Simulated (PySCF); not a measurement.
A structure optimised at B3LYP-D3(BJ)/def2-SVP, used in a PySCF frequency run:

```xyz
7

Ta    -0.0013     0.2140     0.0000
F      1.8872     0.1005     0.0000
F     -1.8841     0.1023     0.0000
F      0.0072     1.0937    -1.6498
F      0.0072     1.0937     1.6498
S     -0.0825    -2.1738     0.0000
H      1.2603    -2.3513     0.0000
```
Charge 0, spin multiplicity 1.

Question: Write its SMILES, formula and point group.

Answer: [F][Ta]([F])([F])([F])[SH], F4HSTa, Cs

Question: What are its rotational constants (standard atomic weights)?

Answer: 2.1039, 1.6083, 1.4539 GHz
